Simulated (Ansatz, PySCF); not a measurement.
Reaction (SMILES): C=[C-]C → C=C[CH2-]
Structures are relaxed separately at B3LYP-D3(BJ)/def2-TZVP in Ansatz (a quantum-chemistry and plane-wave program), one conformer each, not searched for the lowest.

Wanted: isomerisation energy (0 K, with B3LYP-D3(BJ) harmonic zero-point energies from PySCF), in kcal/mol. Valence correlation only, unless marked. No spin-orbit coupling. Non-relativistic. Anions need diffuse functions: aug- sets have them; def2-D sets add few; the other sets have none. Basis-set limits of correlation are two-point, X^-3; Hartree-Fock from the larger set. The bracket is a focal-point correction in the basis named.

```json
[
 {"level": "PBE/def2-TZVPD", "program": "Ansatz", "isomerisation energy (kcal/mol)": "-17.2", "minus last row": "-1.8"},
 {"level": "BHLYP-D3(BJ)/def2-TZVPD", "program": "Ansatz + dftd3", "isomerisation energy (kcal/mol)": "-17.0", "minus last row": "-1.6"},
 {"level": "TPSSh-D4/def2-TZVPD", "program": "PySCF + dftd4", "isomerisation energy (kcal/mol)": "-16.6", "minus last row": "-1.2"},
 {"level": "r2SCANh/def2-TZVPD", "program": "Ansatz", "isomerisation energy (kcal/mol)": "-17.8", "minus last row": "-2.4"},
 {"level": "PW6B95-D4/def2-TZVPD", "program": "PySCF + dftd4", "isomerisation energy (kcal/mol)": "-17.2", "minus last row": "-1.8"},
 {"level": "MN15-D3(BJ)/def2-TZVPD", "program": "PySCF + dftd3", "isomerisation energy (kcal/mol)": "-16.4", "minus last row": "-1.0"},
 {"level": "CAM-B3LYP-D4/def2-TZVPD", "program": "Ansatz + dftd4", "isomerisation energy (kcal/mol)": "-17.0", "minus last row": "-1.6"},
 {"level": "CAM-B3LYP/def2-TZVPD", "program": "Ansatz", "isomerisation energy (kcal/mol)": "-17.0", "minus last row": "-1.6"},
 {"level": "B2GP-PLYP-D4/def2-TZVPD", "program": "Ansatz + dftd4", "isomerisation energy (kcal/mol)": "-16.4", "minus last row": "-1.0"},
 {"level": "RI-MP2/aug-cc-pVQZ", "program": "Ansatz", "isomerisation energy (kcal/mol)": "-17.9", "minus last row": "-2.5"},
 {"level": "CCSD/STO-3G", "program": "Ansatz", "isomerisation energy (kcal/mol)": "-10.5", "minus last row": "4.9"},
 {"level": "CCSD/6-31G", "program": "Ansatz", "isomerisation energy (kcal/mol)": "-14.8", "minus last row": "0.6"},
 {"level": "CCSD(T)/6-31G", "program": "Ansatz", "isomerisation energy (kcal/mol)": "-14.9", "minus last row": "0.5"},
 {"level": "RI-MP2/CBS(aug-cc-pVTZ,aug-cc-pVQZ)+[CCSD(T)-MP2]/aug-cc-pVDZ", "program": "Ansatz", "isomerisation energy (kcal/mol)": "-14.9", "minus last row": "0.5"},
 {"level": "RI-MP2/CBS(aug-cc-pVTZ,aug-cc-pVQZ)+[CCSD(T)-MP2]/aug-cc-pVTZ", "program": "Ansatz", "isomerisation energy (kcal/mol)": "-15.4", "minus last row": "0.0"}
]
```
